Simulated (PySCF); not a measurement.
CuO and its ions

PBE0; basis Cu cc-pVDZ-PP with ECP10, O cc-pVDZ; scalar-relativistic core potentials; PySCF 2.14. Neutral (UKS): doublet (π ↑), Re = 1.718 Å, ωe = 648 cm⁻¹, De = 2.79 eV, HOMO -6.55 eV, LUMO -2.76 eV.

CuO⁺ (UKS): triplet (π ↑↑), Re = 1.776 Å, ωe = 522 cm⁻¹, De = 1.55 eV to Cu⁺ (3d10) + O. The energies at the minima are -272.31159 hartree for CuO and -271.97928 for CuO⁺.

(1) Work out the adiabatic ionisation energy, without and with harmonic zero-point energies (1 hartree = 27.2114 eV, 1 eV = 8065.5 cm⁻¹), and the change of the bond length.

For an ion De counts to the pair picked by the measured ionisation energies or electron affinities, which need not be the lowest pair at this level. The state is the lowest single determinant that the PBE0 search found; with open d or f shells the true ground state can be another one.

Answers

(1) At PBE0: 0.33231 hartree = 9.043 eV between the minima; the zero-point term (522.0 − 648.0)/2 cm⁻¹ = -0.008 eV makes it 9.035 eV. Re changes by +5.8 pm against the neutral. The electron leaves a π orbital; in so polar a molecule the change of length follows mostly from the change of the ionic charges.
